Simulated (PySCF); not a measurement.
The vertical singlet excitations below were computed for one of the candidates. Method: TDDFT CAM-B3LYP/def2-SVPD, vertical, gas phase, core orbitals frozen in the response, def2 core potentials past Kr in PySCF. Geometries: PBE0-D3(BJ)/def2-SVP, one conformer each. Atoms past krypton carry core potentials; spin–orbit coupling is left out.

| state | λ (nm) | f |
| --- | --- | --- |
| S1 | 188.0 | 0.0086 |
| S2 | 179.7 | 0.028 |
| S3 | 175.8 | 0.026 |
| S4 | 169.2 | 0.086 |
| S5 | 167.6 | 0.455 |
| S6 | 162.0 | 0.128 |
| S7 | 158.9 | 0.093 |
| S8 | 157.5 | 0.011 |
| S9 | 156.0 | 0.019 |
| S10 | 155.8 | 0.027 |

Problem. Which candidate is it?
A. `C[C@@]1(F)C=C1F`
B. `C=C(F)/C=C/F`
C. `[SnH]([CH3])([CH3])[C](C)(C)C`

Solution. C. Its S1 lies at 6.59 eV; the nearest of the others has S1 at 6.98 eV. S1 is HOMO→LUMO (88%). Löwdin shares by element: HOMO carbon 47% or more, tin 19% (atoms not listed hold the other 35%); LUMO tin 35%, carbon 14% or more, hydrogen 5% or more (atoms not listed hold the other 45%). At the same level the other candidates give, for their lowest levels:
- `C[C@@]1(F)C=C1F`: 178 nm (f 0.003); 168 nm (f 0.065); 164 nm (f 0.040); 156 nm (f 0.008); 151 nm (f 0.035); T1 4.97 eV; HOMO -9.72, LUMO 1.04 eV
- `C=C(F)/C=C/F`: 210 nm (f 0.684); 187 nm (f 0.003); 174 nm (f 0.010); 167 nm (f 0.014); 161 nm (f 0.024); T1 3.19 eV; HOMO -8.28, LUMO -0.04 eV

Orbitals of the list HOMO-3 to LUMO+2 that lie within 0.01 eV of each other are written together with a slash and their weights summed (≥ marks a lower bound); for degenerate orbitals outside that list single weights are arbitrary.
Triplets come from the Tamm–Dancoff approximation.
